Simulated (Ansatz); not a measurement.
Mulliken charges of `FC(F)(F)[Si](F)(F)F` from B3LYP/def2-TZVPP in Ansatz (PBE0-D4/def2-TZVP geometry).

| atom | x (Å) | y (Å) | z (Å) | charge (e) |
| --- | --- | --- | --- | --- |
| F1 | -1.882 | -0.052 | 0.283 | -0.166 |
| C2 | -0.618 | -0.212 | 0.698 | 0.391 |
| F3 | -0.486 | -1.478 | 1.115 | -0.166 |
| F4 | -0.435 | 0.586 | 1.759 | -0.166 |
| Si5 | 0.626 | 0.193 | -0.696 | 0.921 |
| F6 | 0.428 | 1.678 | -1.149 | -0.271 |
| F7 | 2.084 | -0.006 | -0.160 | -0.271 |
| F8 | 0.374 | -0.766 | -1.907 | -0.271 |

Problem. By hand: the dipole of these point charges (1 e Å = 4.8032 D).

Solution. Σ q r = (0.018, 0.006, -0.021) e Å, of length 0.028 e Å = 0.13 D.

Problem. How does the dipole of the full density compare? (Estimate.)

Solution. Ansatz gave: (0.075, 0.024, -0.084) e Å, 0.55 D; the point charges give 0.24 times that, at 1° from its direction.

Point charges leave out the atoms' own dipoles, such as those of lone pairs, and Mulliken's split depends on the basis, so the two needn't agree.

B3LYP here is the variant with VWN-RPA as its local correlation; programs differ in this.
